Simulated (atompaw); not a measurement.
## Pseudopotential generation for promethium: PAW (atompaw), PBE, scalar-relativistic.

The input file (atompaw 4.2.0.5):

```
Pm 61
GGA-PBE scalarrelativistic loggrid 2001 logderivrange -11 5 401
6 6 5 4 0 0
6 1 0
5 2 0
4 3 5
0 0 0
c
c
c
c
v
v
c
c
c
v
v
c
v
v
v
3
3.00 2.55 2.65 1.55
n
n
n
y
1.1
n
custom rrkj gramschmidtortho sinc
4 0 ultrasoft
1.80
2.20
2.10
3.00
1.05
1.10
1.15
1.15
PWSCFOUT
UPFDX 0.0125d0 UPFXMIN -7.d0 UPFZMESH 61.d0
END
```

Command:

```bash
atompaw < Pm.input > Pm.log
```

The program printed (summary file):

```
[... start of the log left out ...]
         rc =    3.0147036244253580
        irc =         1515
   rc_shape =    2.5640661720203699
    rc_vloc =    2.6520292359007502
    rc_core =    1.5563953941096467
   Vloc: Non norm-conserving form with l= 4;e=   0.0000E+00
   Projector type: RRKJ pseudization + Gram-Schmidt ortho.
   Sinc^2 compensation charge shape zeroed at   2.5641E+00

 Number of basis functions     8
 No.   n  nodes  l      Energy         Cp coeff         Occ
  1    5    4    0   -0.3077645E+01  0.1000000E+01  0.2000000E+01
  2    6    5    0   -0.2603768E+00  0.8615381E-01  0.2000000E+01
  3    5    3    1   -0.1666401E+01  0.1000000E+01  0.6000000E+01
  4    6    4    1   -0.8968137E-01 -0.3987542E+01  0.0000000E+00
  5    4    1    2   -0.9022642E+01  0.1000000E+01  0.1000000E+02
  6    5    2    2   -0.1325591E+00  0.5052750E+00  0.0000000E+00
  7    4    0    3   -0.1582990E+00  0.1000000E+01  0.5000000E+01
  8  999    1    3    0.1100000E+01  0.3038649E-01  0.0000000E+00

 Eigenvalues of overlap operator (in the basis of projectors):
    1       -3.43071484E-01
    2        1.07043428E-01
    3        7.05686624E-01
    4        1.46473822E+00
    5        3.93998116E+00
    6        9.07778765E+00
    7        1.93757204E+01
    8        9.85346286E+01

The overlap operator has at least one negative eigenvalue!
It might be not positive definite...
Program is stopping.
This probably means that your projectors are too similar
or that your PAW basis is incomplete.
Advice: try to change your input parameters (f.i. : reference energies).
```

The run stopped because the overlap operator built from these waves and projectors is not positive definite.

The run took about 24 s on one core of a shared server CPU.
